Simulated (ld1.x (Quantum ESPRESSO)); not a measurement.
## Varying the RRKJ potential for nitrogen

Base potential:

nitrogen (N), norm-conserving RRKJ (Kleinman–Bylander form), made with ld1.x (Quantum ESPRESSO) 7.5 (PW91, non-relativistic). Core [He], reference 2s2 2p2 (charge +1). Waves: 2s (bound): rc 1.10 bohr; 2p (bound): rc 1.85 bohr. Local part: the p channel. Core correction: none.

Cutoffs, loose and tight: the cutoffs (Ry, on a coarse ladder) from which the occupation-weighted sum of valence levels, in a spherical-Bessel basis at the reference potential, stays within 10 and 1 mRy of its value at 400 Ry. They do not see the model core or the augmentation charge, which bear on the density cutoff. Test errors are all-electron minus pseudo excitation energies from the reference, over the configurations 2s2 2p3; 2s2 2p1; 2s2 2p0; 2s1 2p3; 2s0 2p5; 2s2 2p3.3; 2s1 2p4. A dash means not determined; rows that change the core or the reference have their own tests.

```tsv
change	outcome	cutoff, loose	cutoff, tight	bound ghosts	largest test error (meV)
base	generated	70 Ry	90 Ry	none	+751
scalar-relativistic	generated	70 Ry	90 Ry	none	+750
core correction a·sin(br)/r model core inside 0.74 bohr	generated	70 Ry	90 Ry	none	+733
functional LDA (PZ)	generated	70 Ry	90 Ry	none	+791
type TM; local potential all-electron potential smoothed inside 1.60 bohr (lloc = -1)	generated	50 Ry	110 Ry	none	+796
```

**Question.** What comes out with this change to the base: all radii scaled by about 0.73 (s 0.80, p 1.34 bohr)?

**Answer.** outcome: generated; cutoff, loose: 70 Ry; cutoff, tight: 90 Ry; bound ghosts: none; largest test error (meV): +329.

**Question.** What comes out with this change to the base: wave 2s (bound): rc 1.10 bohr becomes 2s (bound): rc 0.78 bohr?

**Answer.** outcome: generated; cutoff, loose: 55 Ry; cutoff, tight: 80 Ry; bound ghosts: none; largest test error (meV): +768.
